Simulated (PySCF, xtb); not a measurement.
ReO3, SMILES [O]=[Re](=[O])=[O] (connectivity only; charge and spin as stated), neutral, multiplicity 2.

Harmonic wavenumbers (cm⁻¹) from GFN2-xTB (xtb) at its own minimum, in rising order: 86, 221, 221, 885, 915, 915.

Problem. What does r2SCAN-D4/def2-TZVP run with PySCF 2.14.0 give at its own minimum? (The exact figures need the calculation; the answer reports its results.)

Solution. 208, 325, 325, 998, 998, 1039. Paired by order, the mean absolute difference is 108 cm⁻¹ and the zero-point energies are 4.6 and 5.6 kcal/mol.
